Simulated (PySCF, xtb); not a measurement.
SiCl₂, SMILES [Si](Cl)Cl (connectivity only; charge and spin as stated), neutral, multiplicity 1.

Harmonic wavenumbers (cm⁻¹) from GFN2-xTB (xtb) at its own minimum, in rising order: 179, 423, 446.

Q: What does PBE-D3(BJ)/def2-TZVP run with PySCF give at its own minimum? (Estimate from the structure and the level; the computed values follow.)

A: 186, 492, 496. Paired by order, the mean absolute difference is 42 cm⁻¹ and the zero-point energies are 1.5 and 1.7 kcal/mol.
